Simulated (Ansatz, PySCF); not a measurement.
Energy difference R1 + 2 R2 → 2 P1 + P2, each structure at its B3LYP-D3(BJ)/def2-TZVP stationary point, reached from a drawn start (curvature not checked).
P1, H2 (SMILES [H][H]) (charge 0, multiplicity 1):
```xyz
2

H      0.00000     0.00000     0.37199
H      0.00000     0.00000    -0.37199
```
R1, H2O (SMILES O) (charge 0, multiplicity 1, Z-matrix in Å and degrees):
```
O
H 1 0.9627
H 1 0.9627 2 105.24
```
R2: SiH4 (SMILES [SiH4]), charge 0, multiplicity 1.
P2, H6OSi2 (SMILES [SiH3]O[SiH3]) (charge 0, multiplicity 1):
```xyz
9

Si     1.57083    -0.09209     0.12884
O     -0.03268    -0.09994     0.45689
Si    -1.57583     0.07688    -0.05919
H      1.98098     1.23972    -0.37497
H      2.30266    -0.39810     1.37593
H      1.88576    -1.11428    -0.89669
H     -1.87399    -0.91227    -1.12147
H     -2.47902    -0.14148     1.09017
H     -1.77882     1.44166    -0.59950
```

```tsv
level	reaction energy (kcal/mol)	minus CCSD(T)/CBS(cc-pV(T+d)Z, cc-pV(Q+d)Z)
PBE/def2-TZVPP	-28.57	7.53
PBE-D4/def2-TZVPP	-30.27	5.84
BLYP-D3(BJ)/def2-TZVPP	-34.25	1.86
r2SCAN-D4/def2-TZVPP	-35.42	0.69
B3LYP/def2-TZVPP	-32.26	3.84
B3LYP-D3(BJ)/def2-TZVPP	-34.68	1.42
PBE0-D4/def2-TZVPP	-30.90	5.21
CAM-B3LYP/def2-TZVPP	-33.55	2.55
CAM-B3LYP-D3(BJ)/def2-TZVPP	-34.95	1.15
CAM-B3LYP-D4/def2-TZVPP	-35.12	0.99
B2PLYP/def2-TZVPP	-34.53	1.58
CCSD/cc-pV(Q+d)Z	-35.14	0.96
CCSD(T)/cc-pV(T+d)Z	-35.18	0.93
CCSD(T)/CBS(cc-pV(T+d)Z, cc-pV(Q+d)Z)	-36.11	0.00
```

 The comparison column counts from a level with limits of its own.

P less R. No zero-point or thermal terms.

Frozen-core correlation throughout. CBS: X⁻³ extrapolation of the correlation energy, Hartree–Fock from the larger set.

Run with Ansatz (a first-principles code); PySCF for the D3/D4 terms. No computed number here is a measurement.
